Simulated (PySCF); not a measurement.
SMILES O([Si](C)(O)O)B(O)O, GFN2-xTB optimised geometry.

```
15

Si    -1.79    -0.07     0.00
C     -2.42    -0.84     1.61
O     -2.33    -0.80    -1.36
O     -2.30     1.47     0.00
O     -0.15    -0.07     0.00
B      0.79    -0.90    -0.49
O      2.11    -0.66    -0.29
O      0.43    -1.99    -1.22
H     -3.50    -0.90     1.61
H     -2.03    -1.85     1.75
H     -2.12    -0.25     2.47
H     -1.82    -1.54    -1.67
H     -2.24     1.99    -0.79
H      2.30     0.12     0.23
H      1.18    -2.50    -1.52
```

Density from B3LYP/def2-TZVP run with PySCF at that geometry.

Minimum of the electron density along straight lines between bonded atoms, close to the bond critical point (lines longer than 1.1 times the sum of covalent radii, or with two minima, are not listed):

```tsv
bond	length / Å	ρ at the minimum / e bohr⁻³	∇²ρ there / e bohr⁻⁵	position (fraction from the first atom)
Si1–C2	1.892	0.125	0.11	0.39
Si1–O3	1.632	0.145	0.85	0.41
Si1–O4	1.617	0.149	0.91	0.41
Si1–O5	1.644	0.136	0.82	0.41
O5–B6	1.342	0.218	0.97	0.67
B6–O7	1.361	0.213	0.87	0.33
B6–O8	1.367	0.210	0.83	0.33
C2–H9	1.084	0.277	-0.94	0.64
C2–H10	1.086	0.276	-0.93	0.64
C2–H11	1.085	0.277	-0.93	0.64
O3–H12	0.956	0.359	-2.48	0.81
O4–H13	0.955	0.360	-2.47	0.81
O7–H14	0.956	0.364	-2.51	0.81
O8–H15	0.957	0.362	-2.49	0.81
```
